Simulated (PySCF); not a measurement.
Compound: C4H10O3Si.
SMILES: `COC[SiH2]OC(C)=O`

Torsions of this conformer, `[CH3:1][O:2][CH2:3][SiH2:4][O:5][C:6]([CH3:7])=[O:8]`: C1–O2–C3–Si4 178°, O2–C3–Si4–O5 -68°, C3–Si4–O5–C6 -179°, Si4–O5–C6–C7 -179°.

The closed-shell ground state was solved at several levels (PySCF, density fitting, gas phase, non-relativistic). One conformer (not necessarily the lowest) at the PBE0-D3(BJ)/def2-SVP geometry, without solvent, vibrations or thermal averaging.

```tsv
level	basis functions	total energy (Eh)	HOMO (eV)	LUMO (eV)	gap (eV)	dipole (D)
CAM-B3LYP/def2-SVPD	253	-673.1399	-9.21	1.12	10.33	2.98
KT3/pcSseg-1	193	-681.3998	-6.22	-0.89	5.33	2.73
```

Task: What might PBE0/pcSseg-1 (193 basis functions) give for the same quantities?

Result: Total energy -673.0416 Eh, HOMO -7.63 eV, LUMO 0.17 eV, gap 7.80 eV, dipole 2.93 D.

Task: Over all these levels, which gives the widest orbital gap and which the narrowest?

Result: CAM-B3LYP/def2-SVPD (range-separated hybrid) has the widest, 10.33 eV, and KT3/pcSseg-1 (GGA) the narrowest, 5.33 eV. Functional and basis both differ between the two, so the spread mixes both effects.

Task: How far do the dipole and the HOMO energy spread over the levels?

Result: The dipole runs from 2.73 to 2.98 D (mean 2.88 D) and the HOMO from -9.21 to -6.22 eV.
